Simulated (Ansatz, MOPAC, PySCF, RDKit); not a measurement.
Pair of molecules: HBr (SMILES Br) (first 2 atoms) with H2Se (SMILES [SeH2]); geometry from B3LYP-D3(BJ)/def2-TZVP, rigid monomers moved along the line of their centres of mass till H2···Se3 is 3.52 Å.
(charge 0, multiplicity 1):
```xyz
5

Br    -0.331     0.131    -0.570
H     -0.352     0.147     0.875
Se    -0.202     0.106     4.396
H      0.353    -1.255     4.338
H      1.143     0.695     4.326
```

Counterpoise-corrected where a basis set is named; no monomer relaxation. Rows marked so take none. RDKit's UFF carries no charges.

Correlated levels freeze the cores. Filled d and f shells under p-block atoms count as core. Rows in 6-31G* carry no dispersion term and start afresh at each structure (6-31G* with six Cartesian d functions); the Pople sets are all-electron and without relativity. MP2/6-31G* freezes PySCF's default core, which leaves 3d correlated. The state that PM3 reach isn't checked.

Codes used: Ansatz (Gaussian basis) for Hartree–Fock, density functionals and correlated methods; MOPAC for PM3 (differences of heats of formation); PySCF for 6-31G* rows, the dispersion terms; RDKit for the force fields. Each number belongs to the level named beside it.

```csv
level,interaction energy (kJ/mol)
UFF,-1.4
PM3,-6.1
PBE/def2-TZVPPD,-6.6
B3LYP-D3(BJ)/def2-TZVPPD,-7.4
PBE0-D3(BJ)/def2-TZVPPD,[?]
wB97M-V/def2-TZVPPD,-6.4
MP2/6-31G*,-6.5
MP2/6-31G* (no counterpoise),-7.2
CCSD(T)/aug-cc-pVDZ,-6.4
```

Fill in the missing entries.


- PBE0-D3(BJ)/def2-TZVPPD, interaction energy (kJ/mol): -7.8

Ansatz is a quantum-chemistry and plane-wave program.
